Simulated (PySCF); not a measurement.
```xyz
3
charge 0 multiplicity 3, angstrom
O     0.0000    0.0000    0.0000
Ca    0.0000    0.0000    1.9871
Ca    0.0000    0.0000   -1.9871
```

These are results of PySCF, UPBE0, basis O def2-TZVP, Ca def2-TZVP (no relativity, density fitting), not measurements.

This geometry of Ca₂O is a stationary point at this level.

Problem. What is the point group?

Solution. D∞h.

Problem. Is it a minimum?

Solution. Yes: all harmonic wavenumbers are real.

Problem. What are the dipole moment and the gap between the highest occupied and lowest empty levels of either spin?

Solution. 0.00 D and 1.81 eV.

Problem. Give the ideal-gas entropy at 298.15 K and 1 bar by parts.

Solution. translation 165.8, rotation 71.3, vibration 36.0, spin 9.1; total 282.2 J/(mol K).

Problem. What is the atomisation energy, with and without zero-point energy?

Solution. 728 kJ/mol without, 720 kJ/mol with.

Other isomers or separated fragments may lie lower.
